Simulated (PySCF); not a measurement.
PySCF input (PW6B95/def2-TZVPD):

```python
from pyscf import gto, scf, dft

mol = gto.M(
    atom='''
    Sb   -0.00000000   -0.00000000   -1.29665455
    Sb    0.00000000    0.00000000    1.29665455
    ''',
    basis='def2-tzvpd',
    ecp='def2-tzvp',
    charge=-1,
    spin=1,
    symmetry='D2h',
    verbose=4,
)

mf = dft.UKS(mol, xc='pw6b95').density_fit(auxbasis='def2-universal-jkfit')
mf.grids.level = 3
mf.conv_tol = 1e-9
mf.max_cycle = 100
mf.max_memory = 1500
mf.kernel()
if not mf.converged:
    mf = mf.newton()
    mf.kernel(mf.make_rdm1())
mf.analyze()
```

Output:

```
PySCF version 2.14.0

[INPUT] verbose = 4
[INPUT] num. atoms = 2
[INPUT] num. electrons = 47
[INPUT] charge = -1
[INPUT] spin (= nelec alpha-beta = 2S) = 1
[INPUT] symmetry D2h subgroup None
[INPUT] Mole.unit = angstrom
[INPUT] Symbol           X                Y                Z      unit          X                Y                Z       unit  Magmom
[INPUT]  1 Sb     0.000000000000   0.000000000000  -1.296654550000 AA    0.000000000000   0.000000000000  -2.450321977671 Bohr   0.0
[INPUT]  2 Sb     0.000000000000   0.000000000000   1.296654550000 AA    0.000000000000   0.000000000000   2.450321977671 Bohr   0.0

nuclear repulsion = 107.944997600433
point group symmetry = Dooh, use subgroup D2h
symmetry origin: [0. 0. 0.]
symmetry axis x: [1. 0. 0.]
symmetry axis y: [0. 1. 0.]
symmetry axis z: [0. 0. 1.]
num. orbitals of irrep Ag = 24
num. orbitals of irrep B1g = 6
num. orbitals of irrep B2g = 13
num. orbitals of irrep B3g = 13
num. orbitals of irrep Au = 6
num. orbitals of irrep B1u = 24
num. orbitals of irrep B2u = 13
num. orbitals of irrep B3u = 13
number of shells = 36
number of NR pGTOs = 194
number of NR cGTOs = 112
basis = def2-tzvpd
ecp = def2-tzvp

******** <class 'pyscf.df.df_jk.DFSymAdaptedUKS'> ********
method = DFSymAdaptedUKS
initial guess = minao
damping factor = 0
level_shift factor = 0
DIIS = <class 'pyscf.scf.diis.CDIIS'>
diis_start_cycle = 1
diis_space = 8
diis_damp = 0
SCF conv_tol = 1e-09
SCF conv_tol_grad = None
SCF max_cycles = 100
direct_scf = False
number electrons alpha = 24  beta = 23
XC library pyscf.dft.libxc version 7.1.2
    S. Lehtola, C. Steigemann, M. J. T. Oliveira, and M. A. L. Marques,  SoftwareX 7, 1–5 (2018)
XC functionals = pw6b95
    Y. Zhao and D. G. Truhlar,  J. Phys. Chem. A 109, 5656 (2005)
radial grids:
    Treutler-Ahlrichs [JCP 102, 346 (1995); DOI:10.1063/1.469408] (M4) radial grids

becke partition: Becke, JCP 88, 2547 (1988); DOI:10.1063/1.454033
pruning grids: <function nwchem_prune>
grids dens level: 3
symmetrized grids: D2h
atomic radii adjust function: <function treutler_atomic_radii_adjust>
small_rho_cutoff = 0
[...]
beta  HOMO (B3u) = -0.0309580269715557  LUMO (B3g) = 0.0768577364159477
  HOMO = 0.0159947584315  LUMO = 0.071412814139  gap/eV = 1.50800
Extra cycle  E= -480.868763904065  delta_E= -1.59e-12  |g|= 9.06e-07  |ddm|= 3.83e-06
converged SCF energy = -480.868763904065  <S^2> = 0.75405537  2S+1 = 2.0040513
**** SCF Summaries ****
Total Energy =                        -480.868763904065133
Nuclear Repulsion Energy =             107.944997600432600
One-electron Energy =                -1065.056800909439062
Two-electron Energy =                  476.243039404941328
Two-electron Coulomb Energy =          515.485065164028356
DFT Exchange-Correlation Energy =      -39.242025759087035
HOMO-LUMO gap [eV] =                     1.508002106336155
Wave-function symmetry = B2g
alpha occupancy for each irrep:     Ag  B1g  B2g  B3g   Au  B1u  B2u  B3u
                                     6    1    3    2    1    5    3    3
beta  occupancy for each irrep:     Ag  B1g  B2g  B3g   Au  B1u  B2u  B3u
                                     6    1    2    2    1    5    3    3
**** MO energy ****
alpha MO #1 (Ag #1), energy= -5.57362510216382 occ= 1
alpha MO #2 (B1u #1), energy= -5.57357088172471 occ= 1
alpha MO #3 (B2u #1), energy= -3.7944449313329 occ= 1
alpha MO #4 (B3g #1), energy= -3.7943742092229 occ= 1
alpha MO #5 (Ag #2), energy= -3.78999248133255 occ= 1
alpha MO #6 (B3u #1), energy= -3.78927102283148 occ= 1
alpha MO #7 (B1u #2), energy= -3.78924022545803 occ= 1
alpha MO #8 (B2g #1), energy= -3.7892023847674 occ= 1
alpha MO #9 (Ag #3), energy= -1.13428892914271 occ= 1
alpha MO #10 (B2u #2), energy= -1.13012794721115 occ= 1
alpha MO #11 (B1u #3), energy= -1.12711386135116 occ= 1
alpha MO #12 (B1g #1), energy= -1.12690133350082 occ= 1
alpha MO #13 (Au #1), energy= -1.12622938430238 occ= 1
alpha MO #14 (Ag #4), energy= -1.12583261084064 occ= 1
alpha MO #15 (B3u #2), energy= -1.12527307673446 occ= 1
alpha MO #16 (B3g #2), energy= -1.12468252174476 occ= 1
alpha MO #17 (B2g #2), energy= -1.11994059715848 occ= 1
alpha MO #18 (B1u #4), energy= -1.11764328626385 occ= 1
alpha MO #19 (Ag #5), energy= -0.392650723529867 occ= 1
alpha MO #20 (B1u #5), energy= -0.281067296458152 occ= 1
alpha MO #21 (Ag #6), energy= -0.0697867927855622 occ= 1
alpha MO #22 (B3u #3), energy= -0.0593974362631728 occ= 1
alpha MO #23 (B2u #3), energy= -0.0504397256884834 occ= 1
alpha MO #24 (B2g #3), energy= 0.015994758431487 occ= 1
alpha MO #25 (B3g #3), energy= 0.0714128141390424 occ= 0
alpha MO #26 (B1u #6), energy= 0.125700518142644 occ= 0
alpha MO #27 (Ag #7), energy= 0.15691642060121 occ= 0
alpha MO #28 (B1u #7), energy= 0.204825310781739 occ= 0
alpha MO #29 (B1g #2), energy= 0.208442828324262 occ= 0
alpha MO #30 (Ag #8), energy= 0.208554628064484 occ= 0
alpha MO #31 (Ag #9), energy= 0.212949240132639 occ= 0
alpha MO #32 (B3u #4), energy= 0.227823340867133 occ= 0
alpha MO #33 (B2u #4), energy= 0.227871016628081 occ= 0
alpha MO #34 (B2g #4), energy= 0.239165132273685 occ= 0
alpha MO #35 (B3g #4), energy= 0.240557908423308 occ= 0
alpha MO #36 (Au #2), energy= 0.256813538730376 occ= 0
alpha MO #37 (B1u #8), energy= 0.25693497485481 occ= 0
alpha MO #38 (B1u #9), energy= 0.266946394111061 occ= 0
alpha MO #39 (B2u #5), energy= 0.287221061170371 occ= 0
alpha MO #40 (B3u #5), energy= 0.290582303902319 occ= 0
alpha MO #41 (Ag #10), energy= 0.375014077401143 occ= 0
alpha MO #42 (B3g #5), energy= 0.395197649946436 occ= 0
alpha MO #43 (B2g #5), energy= 0.39692904308656 occ= 0
alpha MO #44 (B1u #10), energy= 0.406287697784339 occ= 0
alpha MO #45 (B2u #6), energy= 0.44857783943305 occ= 0
alpha MO #46 (B3u #6), energy= 0.449780437169476 occ= 0
alpha MO #47 (B1g #3), energy= 0.460427863035608 occ= 0
alpha MO #48 (Ag #11), energy= 0.460645824323967 occ= 0
alpha MO #49 (Ag #12), energy= 0.501767680228712 occ= 0
alpha MO #50 (Au #3), energy= 0.522555211091736 occ= 0
alpha MO #51 (B1u #11), energy= 0.522889261551311 occ= 0
alpha MO #52 (B3g #6), energy= 0.579319717888054 occ= 0
alpha MO #53 (B2g #6), energy= 0.579674114580054 occ= 0
alpha MO #54 (Ag #13), energy= 0.614449039372538 occ= 0
alpha MO #55 (B1u #12), energy= 0.626019993419749 occ= 0
alpha MO #56 (B1u #13), energy= 0.797873956081832 occ= 0
alpha MO #57 (B1g #4), energy= 0.887197272963594 occ= 0
alpha MO #58 (Ag #14), energy= 0.887421030267683 occ= 0
alpha MO #59 (B2u #7), energy= 0.904693440181631 occ= 0
alpha MO #60 (B3u #7), energy= 0.90763668726204 occ= 0
alpha MO #61 (Ag #15), energy= 0.937134593323894 occ= 0
alpha MO #62 (B3u #8), energy= 0.947356114807766 occ= 0
alpha MO #63 (B2u #8), energy= 0.947373521670793 occ= 0
alpha MO #64 (B2g #7), energy= 0.984785642080843 occ= 0
alpha MO #65 (B3g #7), energy= 0.984811485190422 occ= 0
alpha MO #66 (B2u #9), energy= 0.993286324391135 occ= 0
alpha MO #67 (B3u #9), energy= 0.996610423147091 occ= 0
alpha MO #68 (B3g #8), energy= 1.08192732329809 occ= 0
alpha MO #69 (Au #4), energy= 1.08317160847073 occ= 0
alpha MO #70 (B1u #14), energy= 1.08341571893647 occ= 0
alpha MO #71 (B2g #8), energy= 1.08488834052379 occ= 0
alpha MO #72 (B1u #15), energy= 1.16242861726832 occ= 0
alpha MO #73 (Ag #16), energy= 1.22856866449372 occ= 0
alpha MO #74 (B3g #9), energy= 1.34015161902262 occ= 0
alpha MO #75 (B2g #9), energy= 1.34483718539343 occ= 0
alpha MO #76 (B1u #16), energy= 1.38723975924264 occ= 0
alpha MO #77 (B1g #5), energy= 1.50865483575828 occ= 0
alpha MO #78 (Ag #17), energy= 1.50894140600074 occ= 0
alpha MO #79 (B3g #10), energy= 1.5386572545327 occ= 0
alpha MO #80 (Au #5), energy= 1.53959603281687 occ= 0
alpha MO #81 (B1u #17), energy= 1.53990340580712 occ= 0
alpha MO #82 (B2g #10), energy= 1.54094728012944 occ= 0
alpha MO #83 (B2u #10), energy= 1.55003428584492 occ= 0
alpha MO #84 (B3u #10), energy= 1.55328724133081 occ= 0
alpha MO #85 (Ag #18), energy= 1.61522940682106 occ= 0
alpha MO #86 (B1u #18), energy= 1.78051165019205 occ= 0
alpha MO #87 (B1g #6), energy= 2.50624170043043 occ= 0
alpha MO #88 (Ag #19), energy= 2.50632695622869 occ= 0
alpha MO #89 (B3u #11), energy= 2.53293376474442 occ= 0
alpha MO #90 (B2u #11), energy= 2.53293856416152 occ= 0
alpha MO #91 (B2g #11), energy= 2.55907214600425 occ= 0
alpha MO #92 (B3g #11), energy= 2.55907902545806 occ= 0
alpha MO #93 (B2u #12), energy= 2.57988023720044 occ= 0
alpha MO #94 (B3u #12), energy= 2.58527113251211 occ= 0
alpha MO #95 (Au #6), energy= 2.63110679865032 occ= 0
alpha MO #96 (B1u #19), energy= 2.63121395677976 occ= 0
alpha MO #97 (B3g #12), energy= 2.77982725620346 occ= 0
alpha MO #98 (B2g #12), energy= 2.78459072067945 occ= 0
alpha MO #99 (Ag #20), energy= 2.82895193114946 occ= 0
alpha MO #100 (B1u #20), energy= 2.86104585172564 occ= 0
alpha MO #101 (Ag #21), energy= 3.67415755921023 occ= 0
alpha MO #102 (B1u #21), energy= 3.85906933467032 occ= 0
[...]
```
